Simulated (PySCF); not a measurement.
C₆ coefficients of unlike pairs at M06-L

Calculated with PySCF 2.14 from the dipole response of each species, C₆(A,B) = (3/π) ∫ α_A(iu) α_B(iu) du, in atomic units, from isotropic polarisabilities. For ions this is the dispersion term alone; charge-induced terms of lower order in 1/R come first.

| species | configuration | basis | relativity | α (bohr³) | C₆ (like pair) |
| --- | --- | --- | --- | --- | --- |
| F | [He] 2s2 2p5 (2P) | aug-cc-pVTZ-DK (5s4p3d2f) | spin-free X2C | 3.800 | 10.51 |
| Ge | [Ar] 3d10 4s2 4p2 (3P) | aug-cc-pVDZ-DK (6s5p3d) | spin-free X2C | 42.85 | 381.7 |
| Ag | [Kr] 4d10 5s1 (2S) | aug-cc-pwCVTZ-PP with ECP28MDF (8s8p7d4f3g) | core potential | 49.52 | 385.7 |
| Os | [Xe] 4f14 5d6 6s2 (5D) | aug-cc-pVTZ-PP with one added diffuse shell each of s, p, d, f, g type with ECP60MDF (7s7p6d4f3g) | core potential | 58.90 | 678.9 |

Problem. Estimate C₆ for Ge with F.

Solution. The integral gives 53.46. The combination rule 2 C_A C_B / (C_A α_B/α_A + C_B α_A/α_B) gives 52.66 and the geometric mean 63.35.

No spin-orbit coupling is included.

The other pairs:

| pair | C₆ |
| --- | --- |
| Os, Ag | 509.6 |
| Ag, F | 54.66 |
| Os, F | 73.66 |
| Os, Ge | 507.1 |
| Ag, Ge | 378.9 |
